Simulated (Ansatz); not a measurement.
One change: `C#[C][InH][NH2]` becomes `C#[C][InH][Cl]`.

Ansatz, PBE0-D4/def2-TZVP geometries, multiplicity 1. Each molecule was computed in one conformer, which needn't be the lowest.

Elements past krypton have def2 core potentials.

```json
{"property": "size of the dipole moment (PBE/def2-TZVPP) / D", "`C#[C][InH][NH2]`": "0.87"}
{"property": "ideal-gas entropy at 298 K and 1 bar (rigid rotor, harmonic PBE0-D4/def2-TZVP) / J/(mol·K)", "`C#[C][InH][NH2]`": "352"}
{"property": "HOMO–LUMO gap (ωB97M-V/def2-TZVPP) / eV", "`C#[C][InH][NH2]`": "9.74"}
{"property": "LUMO energy (ωB97M-V/def2-TZVPP) / eV", "`C#[C][InH][NH2]`": "0.30"}
{"property": "HOMO energy (B3LYP/def2-TZVPP) / eV", "`C#[C][InH][NH2]`": "-6.86"}
{"property": "LUMO energy (PBE0/def2-TZVPP) / eV", "`C#[C][InH][NH2]`": "-1.24"}
```

Question: Give the same properties after the change, and the shifts. (Best estimate.)

Answer: The calculation gave: 
```csv
property,`C#[C][InH][Cl]`,shift
size of the dipole moment (PBE/def2-TZVPP) / D,2.50,1.63
"ideal-gas entropy at 298 K and 1 bar (rigid rotor, harmonic PBE0-D4/def2-TZVP) / J/(mol·K)",340,-12
HOMO–LUMO gap (ωB97M-V/def2-TZVPP) / eV,10.15,0.41
LUMO energy (ωB97M-V/def2-TZVPP) / eV,-0.45,-0.75
HOMO energy (B3LYP/def2-TZVPP) / eV,-8.11,-1.25
LUMO energy (PBE0/def2-TZVPP) / eV,-2.07,-0.83
```

With PBE0 the HOMO falls by 1.29 eV and the LUMO falls by 0.83 eV, so the gap widens by about 0.46 eV. PBE moves the HOMO by -1.35 eV and ωB97M-V by -1.17 eV. The zero-point energy changes by -61.6 kJ/mol with -6 modes. Dipoles are sizes alone; their direction can turn.

B3LYP here is the variant with VWN-RPA as its local correlation; programs differ in this.
